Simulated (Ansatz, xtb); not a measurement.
## Two isomers of C4H6BrClF2

Structure X is `C[C@H](CBr)C(F)(F)Cl`, a singlet and structure Y is `C[C@](Cl)(CBr)C(F)F`, a singlet. Both are isolated molecules in the gas phase, relaxed with B3LYP/def2-SVP, each in the lowest conformer that the search found.

Quicker runs give these differences E(Y) − E(X): GFN2-xTB +0.044 eV; HF/STO-3G +0.319 eV (at GFN2-xTB geometries); r2SCAN-D4/def2-SVP +0.140 eV (at GFN2-xTB geometries).

**Question.** Estimate E(Y) − E(X) at the level CCSD(T)/def2-SVP + ΔMP2/def2-TZVPP.

**Answer.** Too close to call at this level: CCSD(T)/def2-SVP + ΔMP2/def2-TZVPP gives E(Y) − E(X) = +0.034 eV.

The same difference at several levels:

```csv
level,geometry,E(Y) − E(X) (eV),departure from the last row (eV),"job, with rough time for the two"
GFN2-xTB,GFN2-xTB,+0.044,+0.011,"optimisation, 0.19 s"
HF/STO-3G,GFN2-xTB,+0.319,+0.285,"single point, 0.74 s"
r2SCAN-D4/def2-SVP,GFN2-xTB,+0.140,+0.106,"single point, 6.1 s"
B3LYP/def2-SVP,B3LYP/def2-SVP,+0.146,+0.112,"optimisation, 61 s"
HF/def2-SVP,B3LYP/def2-SVP,+0.029,−0.005,part of the CCSD(T) run
MP2/def2-SVP,B3LYP/def2-SVP,+0.080,+0.046,part of the CCSD(T) run
CCSD(T)/def2-SVP,B3LYP/def2-SVP,+0.073,+0.039,single point
CCSD(T)/def2-SVP + ΔMP2/def2-TZVPP,B3LYP/def2-SVP,+0.034,,"single point, 3.9 min"
```

As drawn, both hold the same kinds of bond in the same numbers.

The largest departure from CCSD(T)/def2-SVP + ΔMP2/def2-TZVPP is that of HF/STO-3G, 0.285 eV. The last row adds to CCSD(T) the change of the MP2 difference between the two basis sets, here −0.039 eV.

With thermal terms from frequencies at re-optimised GFN2-xTB minima (ideal gas, soft modes damped towards free rotors, one conformer each, 298.15 K, 1 atm): the zero-point term adds −0.005 eV; ΔH is +0.030 and ΔG +0.031 eV.

The correlated steps freeze 20 core orbitals; the filled d shell of Br is correlated, in a basis made for valence electrons. Run with Ansatz 0.2.0, xtb 6.7.1; the last row on 4 threads of Arm Neoverse V1 on a shared host.
